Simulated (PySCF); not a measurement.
Compound: C8H11BO.
Z-matrix (Å and degrees, PBE0-D3(BJ)/def2-SVP geometry), rows numbered from 1:
```
C 
C   1  1.3371
C   2  1.5031  1  125.36
B   3  1.5841  2  102.47  1   -90.75
C   4  1.5724  3  120.76  2   -83.01
C   4  1.5394  3  118.71  2    95.40
C   6  1.3807  4  133.02  3  -174.24
C   7  1.4187  6  107.71  4   179.12
C   8  1.3695  7  105.17  6     0.13
O   9  1.3320  8  111.00  7    -0.11
H   1  1.0930  2  121.38  3   177.59
H   1  1.0947  2  121.21  3    -2.49
H   2  1.0975  1  118.32  3  -176.06
H   3  1.1011  2  110.24  1   149.70
H   3  1.0993  2  110.53  1    28.61
H   5  1.0996  4  115.42  3   164.38
H   5  1.1019  4  111.75  3    39.56
H   5  1.1061  4  107.51  3   -75.85
H   7  1.0884  6  125.28  4    -0.56
H   8  1.0878  7  128.18  6  -179.88
H   9  1.0883  8  132.48  7   179.90
```

The calculation used TDDFT CAM-B3LYP/def2-SVPD, vertical, gas phase, core orbitals frozen in the response (PySCF 2.14.0, density-fitted response routines).

Kohn–Sham orbitals with the atoms that hold most of them (Löwdin shares over 4%, at most four atoms; ? is withheld):

```csv
orbital,ε (eV),atoms
HOMO-3,-10.51,"C5 24%, B4 19%, C3 13%, C6 10%"
HOMO-2,-9.58,"C7 27%, C8 27%, O10 25%, C6 7%"
HOMO-1,-8.46,?
HOMO,-8.02,?
LUMO,?,"B4 24%, C7 13%, C6 12%, C9 10%"
LUMO+1,1.12,"B4 35%, C5 7%, H18 7%, C7 6%"
LUMO+2,1.47,"C2 23%, C1 21%, C9 8%, C8 7%"
```

**Question.** Give the leading atoms of the HOMO-1.

**Answer.** C1 (bonded to C and 2 H) 23%; C2 (bonded to 2 C and H) 19%; C3 (bonded to B, C and 2 H) 11%; C6 (bonded to B, C and O) 9%.

**Question.** Which atoms hold the HOMO, and with what shares?

**Answer.** C6 (bonded to B, C and O) 20%; C9 (bonded to C, O and H) 17%; C1 (bonded to C and 2 H) 12%; C8 (bonded to 2 C and H) 10%.

**Question.** What is the LUMO energy, and the HOMO–LUMO gap?

**Answer.** ε(LUMO) = -0.31 eV; the gap is 7.71 eV (0.2833 hartree).

**Question.** The HOMO–LUMO gap is 7.71 eV. Where does the response calculation put the lowest singlet, and from which orbitals?

**Answer.** S1 is at 4.88 eV (f = 0.227), 2.83 eV below the gap, made of HOMO→LUMO (90%). 

**Question.** One configuration dominates each of S1, S2 and S3. Which, and how do the shares of the two leading atoms of either orbital change from the occupied to the empty one?

**Answer.** 
- S1 (4.88 eV, f 0.227), HOMO→LUMO (90%): C6 20% → 12%, C9 17% → 10%, B4 at most 11% → 24%, C7 at most 11% → 13%
- S2 (5.29 eV, f 0.181), HOMO-1→LUMO (87%): C1 23% → at most 11%, C2 19% → at most 11%, B4 at most 9% → 24%, C7 at most 9% → 13%
- S3 (6.23 eV, f 0.025), HOMO-2→LUMO (85%): C7 27% → 13%, C8 27% → at most 11%, B4 at most 8% → 24%

Löwdin shares depend on the basis, the more so with diffuse functions.

One conformer stands for the species.
